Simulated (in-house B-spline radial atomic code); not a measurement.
RPA and G0W0 on r2SCAN: Mg III (Mg2+)

Configuration [He] 2s2 2p6, mean-field start r2SCAN. Computed with a B-spline radial code for spherical atoms: all electrons, scalar-relativistic (spin-free one-electron X2C), finite nucleus, each spin shell either full or empty, empty states to l = 9 with an (l + 1/2)⁻⁴ tail; G0W0 by contour deformation at full frequency.

Command:
```bash
python run_gw.py task.json out
```
Settings (radii: box in bohr, nucleus in fm):
```
Z                        12
electrons                10
configuration            [He] 2s2 2p6
hamiltonian              x2c
method                   r2scan
lmax                     9
rms_radius               3.057
spin_polarised           False
box_radius               17.55
intervals                71
```

Cost of the run: 0.8 s on 1 thread of Intel(R) Xeon(R) 6975P-C, with other jobs on the host.

Energies (hartree):

| term | value |
| --- | --- |
| mean-field total | -199.53024 |
| Hartree-Fock functional on these orbitals | -199.13314 |
| direct second order | -0.68107 |
| second-order exchange | 0.24094 |
| SOSEX correction | 0.21941 |

Question: What is the RPA correlation energy, and what remains with SOSEX?

Answer: RPA gives -0.59597 hartree (-1.62 eV per electron); RPA + SOSEX gives -0.37656, and the second-order doubles -0.44013 hartree (no singles). SOSEX takes back 37 % of the RPA value.

Quasi-particle levels (eV):

```csv
level,occupied,mean field,Σx - vxc,Σc,QP weight,G0W0
2p,yes,-67.99,-13.96,?,?,?
3s,no,-16.321,1.78,-0.39,0.996,-14.929
```

G0W0 = mean field + (Σx - vxc) + Σc, with Σc (partial-wave tail included) taken at the quasi-particle energy. Levels of low weight are left out.

Question: Where does G0W0 put 2p?

Answer: At -79.72 eV, with Σc = 2.23 eV and a quasi-particle weight of 0.945. The tabulated removal energy is 80.144 eV (NIST, measured); the calculation leaves out spin-orbit coupling, Breit and QED terms, and what these don't explain is the method's own error.
